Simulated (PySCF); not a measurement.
C₃H₇NSi. Atoms are numbered in the order given.

```xyz
12

N     -2.7453     0.9749     0.2263
C     -2.1168    -0.3084    -0.0232
C     -0.6504    -0.3041    -0.0460
C      0.5685    -0.2466    -0.0548
Si     2.3939    -0.1757    -0.0716
H     -2.4504     1.6464    -0.4804
H     -2.4246     1.3483     1.1179
H     -2.4564    -1.0296     0.7399
H     -2.4841    -0.7080    -0.9840
H      2.9101     0.0610     1.3091
H      2.9473    -1.4641    -0.5834
H      2.8528     0.9361    -0.9563
```

Geometry: PBE0-D3(BJ)/def2-SVP. Other conformers were not sampled.

Level of theory: PySCF with KT2/pcSseg-1.

GIAO shieldings, no solvent; atoms alike by connectivity are averaged. δ = σ(ref) − σ: ¹⁵N against NH3 (σ = 266.2 ppm); ¹³C against TMS (σ = 185.1 ppm); ²⁹Si against TMS (σ = 361.9 ppm); ¹H against TMS (σ = 31.47 ppm), references at their B3LYP-D3(BJ)/def2-TZVP geometries, non-relativistic.

Question: Estimate the chemical shifts. (The exact figures need the calculation; the answer reports its results.)

Answer: 
```json
[
 {"nucleus": "¹⁵N", "atoms": "N1", "count": "1", "δ (ppm)": "47.2"},
 {"nucleus": "¹³C", "atoms": "C3", "count": "1", "δ (ppm)": "114.5"},
 {"nucleus": "¹³C", "atoms": "C4", "count": "1", "δ (ppm)": "71.7"},
 {"nucleus": "¹³C", "atoms": "C2", "count": "1", "δ (ppm)": "39.5"},
 {"nucleus": "²⁹Si", "atoms": "Si5", "count": "1", "δ (ppm)": "-98.7"},
 {"nucleus": "¹H", "atoms": "H10, H11, H12", "count": "3", "δ (ppm)": "4.55"},
 {"nucleus": "¹H", "atoms": "H8, H9", "count": "2", "δ (ppm)": "3.88"},
 {"nucleus": "¹H", "atoms": "H6, H7", "count": "2", "δ (ppm)": "0.73"}
]
```
